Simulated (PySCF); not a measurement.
C4H6OSe, SMILES C1C(=C)[C@@H](O1)[SeH]. Coordinates come from a PBE0-D3(BJ)/def2-SVP optimisation. The structure was generated by enumeration; whether it is a known compound was not checked. The values are those of a single conformer.

Computed with PBE0-D3(BJ)/def2-SVP run with PySCF.

Harmonic wavenumbers (cm⁻¹): 92, 135, 218, 291, 356, 435, 594, 725, 733, 810, 906, 923, 946, 1027, 1054, 1062, 1149, 1185, 1241, 1278, 1325, 1419, 1481, 1817, 2449, 3045, 3099, 3103, 3170, 3273. Rotational constants (GHz): 4.284, 1.569, 1.237; symmetry number 1.

Problem. Work out the zero-point energy and the ideal-gas rigid-rotor harmonic-oscillator thermochemistry at 298.15 K and 1 atm.

Solution. ZPE = ½ Σ hcν = ½ × 39340 cm⁻¹ = 56.24 kcal/mol. H − E(el) = 60.99 kcal/mol. Entropy in cal/(mol K): translation 40.91, rotation 28.05, vibration 13.95, total 82.91. G − E(el) = 36.27 kcal/mol. Cp = 25.03 cal/(mol K). Modes under 150 cm⁻¹ make the vibrational entropy uncertain.
